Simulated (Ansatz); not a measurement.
Wavefunction ladder for CF$_{2}$NSn, SMILES `N#[C][Sn]([F])[F]` radical

```xyz
5

N    -1.232    1.163    1.773
C    -0.633    0.717    0.895
Sn    0.499    0.135   -0.803
F    -0.585   -1.120   -1.740
F     1.951   -0.896   -0.125
```

Charge 0, multiplicity 2. Correlated methods include outer-core shells of Sn, which these sets cover unevenly. Sn: def2 effective core potential. The structure was optimised at the PBE0-D4/def2-TZVP level. Frozen core, unrestricted reference, the Gaussian-basis code of Ansatz.

```
     basis     HF (Eh)  MP2 corr.  CCSD corr.       (T)  CCSD(T) total
  def2-SVP  -504.31672          ?    -0.74493         ?              ?
def2-TZVPP           ?   -1.12376    -1.11521  -0.04263              ?
def2-QZVPP           ?   -1.40629           –         –              –
```

Problem. Fill in the withheld values. (An estimate is asked.)

Solution. The calculation gave: def2-SVP MP2 corr.: -0.73569; def2-SVP (T): -0.02186; def2-SVP CCSD(T) total: -505.08351; def2-TZVPP HF (Eh): -504.70446; def2-TZVPP CCSD(T) total: -505.86230; def2-QZVPP HF (Eh): -504.72116.
